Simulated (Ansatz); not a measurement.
Basis-set extrapolation for C$_{2}$H$_{4}$BNS (`B1C=NCS1`) (PBE0-D4/def2-TZVP geometry, frozen core, the Gaussian-basis code of Ansatz). Multiplicity 1, RHF reference.

```csv
,def2-TZVPP,def2-QZVPP
HF,-554.804069,-554.821965
MP2 correlation,-0.791015,-0.846736
CCSD(T) correlation,-0.867975,not run
```

Energies in hartree. Use E(X) = E(∞) + A·exp(−7.88·√X) for Hartree–Fock and E(X) = E(∞) + B·X^(−2.97) for correlation, with X = 3 and 4, and add CCSD(T) minus MP2 of the smaller set to the MP2 limit.

**Question.** What is the CCSD(T) energy at the basis-set limit?

**Answer.** HF limit: -554.821965 + (-0.017896) × 0.13774 = -554.82443. MP2 limit: -0.846736 + (-0.055721) × 0.74074 = -0.88801. Higher-order term: -0.867975 − (-0.791015) = -0.07696. Total: -555.78940 hartree, 308.1 kJ/mol below CCSD(T)/def2-TZVPP.
